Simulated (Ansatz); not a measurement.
Geometry optimisation, UKS PBE-D4/def2-SVP (Ansatz).

input.yaml

```yaml
crystal:
  periodic: [false, false, false]
  atoms:
    - { symbol: Si, position_ang: [-0.3235, -0.1441, -0.5229] }
    - { symbol: S, position_ang: [0.5736, 1.3044, 1.3398] }
    - { symbol: H, position_ang: [-1.7068, 0.2734, -0.601] }
    - { symbol: H, position_ang: [0.8559, -0.431, -1.3166] }
    - { symbol: "N", position_ang: [-0.5132, -1.6656, 0.2576] }
    - { symbol: H, position_ang: [0.3242, 2.0883, -0.2475] }
    - { symbol: F, position_ang: [-0.0408, 1.6761, -1.3156] }
    - { symbol: H, position_ang: [1.8451, 1.0399, 1.0689] }
    - { symbol: H, position_ang: [-1.2779, -1.8649, 0.8832] }
    - { symbol: H, position_ang: [0.2635, -2.2765, 0.4541] }
magnetization:
  spin_polarized: true
basis:
  gaussian: { orbitals: def2-SVP }
hamiltonian:
  xc: pbe
  dispersion: d4
relax:
  f_tol: 0.15
  max_steps: 25
  restrain:
    - { distance: [0, 6], at: 2.98, k: 30.0 }
    - { distance: [5, 1], at: 2.66, k: 30.0 }
    - { distance: [0, 1], at: 2.16, k: 30.0 }
    - { distance: [5, 6], at: 0.88, k: 30.0 }
output:
  orbitals: {}
```

Command:

```bash
$ ansatz run input.yaml --threads 2 --pin off --max-ram 3072MiB --backend cpu --events-out ev --progress --plain --runs-dir out
```

Problem. Where does it end, and by what steps?

Solution. The forces met the threshold. The restraints hold the end off the free minimum. After 10 steps the energy has fallen by 0.906 eV (the restraints' own energy left out); H6 moved furthest, 0.74 Å. Joined: H6–F7 (1.20 → 0.92 Å).

```
step  energy less start (eV)  largest force component (eV/Å)  accepted
   0                  0.0000                           1.508       yes
   1                 -0.3380                           2.056       yes
   2                 -0.2967                           4.666       yes
   3                 -0.4764                           2.924       yes
   4                 -0.8400                           0.850       yes
   5                 -0.8529                           1.117        no
   6                 -0.8872                           1.393       yes
   7                 -0.8966                           1.321       yes
   8                 -0.9070                           0.489        no
   9                 -0.9056                           1.053       yes
  10                 -0.9060                           1.207       yes
```

```xyz
10
Properties=species:S:1:pos:R:3
Si -0.250 -0.240 -0.145
S 0.494 1.114 1.387
H -1.584 0.347 -0.472
H 0.764 -0.267 -1.243
N -0.526 -1.896 0.307
H 0.269 2.528 -0.844
F 0.025 2.293 -1.700
H 1.798 0.735 1.254
H -1.265 -2.103 0.985
H 0.277 -2.510 0.472
```

The run took 16 s on 2 threads of INTEL(R) XEON(R) PLATINUM 8581C CPU @ 2.30GHz (Emerald Rapids) (shared host), peak memory 0.2 GiB.
